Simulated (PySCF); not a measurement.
# Electron correlation in Zn (zinc, neutral)

[Ar] 3d9 4s2 4p1, one real determinant (an excited configuration). Calculation: PySCF 2.14, in def2-TZVPPD; no relativity, point nucleus. Frozen: [Ar]; 12 electrons correlated.

| level | correlation energy (mhartree) |
| --- | --- |
| CCSD | -378.98 |
| (T) | -9.99 |
| CCSD(T) | -388.97 |

Diagnostics: T1 = 0.018, D1 = 0.0673, largest double amplitude 0.080.

The real determinant used has ⟨L²⟩ near 8 against 12 for a pure F term, so it mixes terms.

Cost of the coupled-cluster step: of the order of 15 core-seconds, for 12 correlated electrons.

Iterations:

```
CC2 = 0
CCSD nocc = (np.int64(7), np.int64(5)), nmo = (58, 58)
frozen orbitals [[0, 1, 2, 3, 4, 5, 6, 7, 8], [0, 1, 2, 3, 4, 5, 6, 7, 8]]
max_cycle = 100
direct = 0
conv_tol = 1e-08
conv_tol_normt = 1e-06
diis_space = 8
diis_start_cycle = 0
Init t2, MP2 energy = -0.391301237740055
Init E_corr(UCCSD) = -0.391301237740763
cycle = 1  E_corr(UCCSD) = -0.369122565077712  dE = 0.0221786727  norm(t1,t2) = 0.0891113
cycle = 2  E_corr(UCCSD) = -0.379360860127643  dE = -0.010238295  norm(t1,t2) = 0.0704023
cycle = 3  E_corr(UCCSD) = -0.378620860846272  dE = 0.000739999281  norm(t1,t2) = 0.116036
cycle = 4  E_corr(UCCSD) = -0.376009516152377  dE = 0.00261134469  norm(t1,t2) = 0.0536229
cycle = 5  E_corr(UCCSD) = -0.378546548696093  dE = -0.00253703254  norm(t1,t2) = 0.0125743
cycle = 6  E_corr(UCCSD) = -0.37882429954518  dE = -0.000277750849  norm(t1,t2) = 0.00561222
cycle = 7  E_corr(UCCSD) = -0.378749794234634  dE = 7.45053105e-05  norm(t1,t2) = 0.00450302
cycle = 8  E_corr(UCCSD) = -0.378890836304938  dE = -0.00014104207  norm(t1,t2) = 0.00347339
cycle = 9  E_corr(UCCSD) = -0.378998921226812  dE = -0.000108084922  norm(t1,t2) = 0.00211088
cycle = 10  E_corr(UCCSD) = -0.3789532608549  dE = 4.56603719e-05  norm(t1,t2) = 0.00111028
cycle = 11  E_corr(UCCSD) = -0.378986673724724  dE = -3.34128698e-05  norm(t1,t2) = 0.000393232
cycle = 12  E_corr(UCCSD) = -0.378977304695862  dE = 9.36902886e-06  norm(t1,t2) = 0.000202123
cycle = 13  E_corr(UCCSD) = -0.378983545387825  dE = -6.24069196e-06  norm(t1,t2) = 0.000125029
cycle = 14  E_corr(UCCSD) = -0.37898409470334  dE = -5.49315515e-07  norm(t1,t2) = 8.47281e-05
cycle = 15  E_corr(UCCSD) = -0.378981908456406  dE = 2.18624693e-06  norm(t1,t2) = 5.77344e-05
cycle = 16  E_corr(UCCSD) = -0.378983397612672  dE = -1.48915627e-06  norm(t1,t2) = 4.0265e-05
cycle = 17  E_corr(UCCSD) = -0.378982629236754  dE = 7.68375918e-07  norm(t1,t2) = 2.73622e-05
cycle = 18  E_corr(UCCSD) = -0.37898175478197  dE = 8.74454784e-07  norm(t1,t2) = 1.72122e-05
cycle = 19  E_corr(UCCSD) = -0.378982219316339  dE = -4.64534369e-07  norm(t1,t2) = 9.94233e-06
cycle = 20  E_corr(UCCSD) = -0.378981893037116  dE = 3.26279223e-07  norm(t1,t2) = 6.29809e-06
cycle = 21  E_corr(UCCSD) = -0.378982141509695  dE = -2.48472579e-07  norm(t1,t2) = 2.91942e-06
cycle = 22  E_corr(UCCSD) = -0.378982119376625  dE = 2.21330699e-08  norm(t1,t2) = 1.16872e-06
cycle = 23  E_corr(UCCSD) = -0.378982138042191  dE = -1.86655668e-08  norm(t1,t2) = 9.47163e-07
cycle = 24  E_corr(UCCSD) = -0.378982148945126  dE = -1.09029343e-08  norm(t1,t2) = 8.2454e-07
cycle = 25  E_corr(UCCSD) = -0.378982150829457  dE = -1.8843313e-09  norm(t1,t2) = 4.65191e-07
UCCSD converged
E(UCCSD) = -1777.839120356604  E_corr = -0.3789821508294571
UCCSD(T) correction = -0.00999186785846286
```

The reference is one real determinant that mixes LS terms of this configuration.
